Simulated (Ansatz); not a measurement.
Input file for Ansatz (a quantum-chemistry and plane-wave program): R-B3LYP/def2-TZVPPD on CHBrO (a complex), monomers drawn apart or pushed together. Files ending in .json are basis or fitting sets from the Basis Set Exchange.

Ansatz 0.2 input:
```yaml
crystal:
  periodic: [false, false, false]
  atoms:
    - {symbol: C, position_ang: [0.03241738, -0.19635250, 0.46762032]}
    - {symbol: O, position_ang: [-0.00493012, -0.11675780, -0.65197542]}
    - {symbol: Br, position_ang: [0.17705031, -0.58487543, 6.15271439]}
    - {symbol: H, position_ang: [0.14800222, -0.48993724, 4.72673240]}
basis:
  gaussian:
    orbitals: def2-TZVPPD.json
hamiltonian:
  xc: {name: B3LYP}
scf: {lower_state_search: off}
```

The head of its log:

```
WARN ansatz: RAYON_NUM_THREADS=1 ignored (pool sized by the plan → 1); use --threads N
Functional definition: B3LYP
these checks for a lower state are left out or cut short: stability, starts, cluster_reference, orbital_swaps, neighbouring_geometries, increment
integrals: 0.05 GiB planned
873 factors; their error is unknown
mean field: 0.49 GiB planned
mean field evaluation 1: about -73145.9533 eV, gradient 3.8e1 eV
mean field evaluation 2: about -73139.9705 eV, gradient 7.0e1 eV
```

Task: Give the final energy of this run.

Result: -2688.1538 hartree.
